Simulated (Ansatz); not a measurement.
`B/C=C/CCl`. Total charge 0; spin multiplicity 1.

| atom | x (Å) | y (Å) | z (Å) |
| --- | --- | --- | --- |
| B1 | 0.519 | -2.084 | 0.297 |
| C2 | -0.296 | -0.834 | -0.047 |
| C3 | 0.267 | 0.383 | 0.009 |
| C4 | -0.421 | 1.648 | -0.347 |
| Cl5 | -0.341 | 2.800 | 1.019 |
| H6 | 1.656 | -1.952 | 0.652 |
| H7 | 0.052 | -3.182 | 0.218 |
| H8 | -1.340 | -0.892 | -0.354 |
| H9 | 1.303 | 0.481 | 0.324 |
| H10 | -1.471 | 1.490 | -0.583 |
| H11 | 0.071 | 2.141 | -1.188 |

Problem. Give the diagnostics of a CCSD(T)/def2-TZVPP run (frozen core, Ansatz). (Best estimate.)

Solution. Computed: T1 = 0.0102, largest single amplitude 0.017, largest double 0.062, (T) share of the correlation energy 4.2 %, 9 CCSD cycles. The RHF solution is stable towards an unrestricted one. T1 lies under the customary mark of 0.02 for closed shells.
